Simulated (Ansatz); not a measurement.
Z-matrix (Å, degrees):
```
Hf
F 1 1.883
Cl 1 2.328 2 109.2
I 1 2.702 2 109.7 3 121.7
F 1 1.883 2 108.1 3 -118.8
```

Charge 0, multiplicity 1. Hf, I: def2 effective core potential.

(1) List the CAM-B3LYP/def2-TZVPP orbital energies in eV (the Gaussian-basis code of Ansatz). (Best estimate.)

Results:

(1) Computed: Occupied: -2764.79, -674.00, -674.00, -259.59, -198.57, -198.53, -198.52, -188.50, -134.63, -134.56, -134.55, -71.87, -54.31, -54.27, -54.26, -54.19, -54.19, -40.88, -40.53, -40.09, -33.89, -33.46, -24.66, -21.32, -15.17, -15.04, -14.63, -14.57, -14.41, -13.99, -12.57, -11.60, -11.48, -10.81, -9.64, -9.61. Lowest empty: -0.83, -0.53, -0.25, 0.07, 0.40, 0.48, 2.72, 3.42.
